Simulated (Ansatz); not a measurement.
`CC[N]([AlH2])[SiH3]` + dimethylamine → `C[N](C)[AlH2]` + `CCN[SiH3]` at 298.15 K and 1 bar (ligand exchange at the Al–N bond).

Program: Ansatz. Geometries: PBE0-D4/def2-TZVP. ΔE: electronic, gas phase. CCSD(T)/CBS adds triple-zeta CCSD(T) − MP2 to the extrapolated MP2 energy (def2 sets, frozen cores). This one scheme is used for every species. Each species was taken in one conformer, which may not be the lowest.

```json
{"species": "`CC[N]([AlH2])[SiH3]`", "CCSD(T)/CBS energy (Eh)": "-667.95241", "H − E (kJ/mol)": "317.9", "S (J/(mol·K))": "377.6"}
{"species": "`CNC`", "CCSD(T)/CBS energy (Eh)": "-135.00321", "H − E (kJ/mol)": "256.9", "S (J/(mol·K))": "271.4"}
{"species": "`C[N](C)[AlH2]`", "CCSD(T)/CBS energy (Eh)": "-377.63984", "H − E (kJ/mol)": "270.8", "S (J/(mol·K))": "312.9"}
{"species": "`CCN[SiH3]`", "CCSD(T)/CBS energy (Eh)": "-425.31370", "H − E (kJ/mol)": "302.3", "S (J/(mol·K))": "332.2"}
```

H − E and S are ideal-gas, rigid-rotor, harmonic terms from PBE0-D4/def2-TZVP, for one conformer and one mirror image of each species. 1 Eh = 2625.50 kJ/mol, R = 8.31446 J/(mol·K).

Task: By hand: ΔE, ΔH, ΔS and ΔG.

Result: ΔE = (-377.63984) + (-425.31370) − (-667.95241) − (-135.00321) = 0.00208 Eh = 5.5 kJ/mol. Δ(H − E) = 270.8 + 302.3 − 317.9 − 256.9 = -1.7, so ΔH = 3.8 kJ/mol. ΔS = 312.9 + 332.2 − 377.6 − 271.4 = -3.9 J/(mol·K). ΔG = 3.8 − 298.15 × (-3.9)/1000 = 5.0 kJ/mol.

Task: By hand: the equilibrium constant, and the temperature at which ΔG would vanish if ΔH and ΔS stayed fixed.

Result: log₁₀ K = −ΔG/(RT ln 10) = -0.9. ΔH and −TΔS have one sign here, so there is no such temperature. One of them is within its doubt of zero, so this could turn.

The number of gas molecules stays the same, so ΔS is small and ΔH decides. The sign of ΔG lies within the doubt. A doubt of 5 kJ/mol in ΔE shifts log₁₀ K by 0.9 here. Other conformers and mirror images would add mixing entropy, several J/(mol·K) or more a flexible species. Modes under 60 cm⁻¹, often nearly free rotors, make the harmonic entropy too high. These are equilibria of isolated gas molecules and say nothing of rates. Largest T1 diagnostic: 0.012 (customary marks: 0.02 for closed shells, 0.045 for open ones).
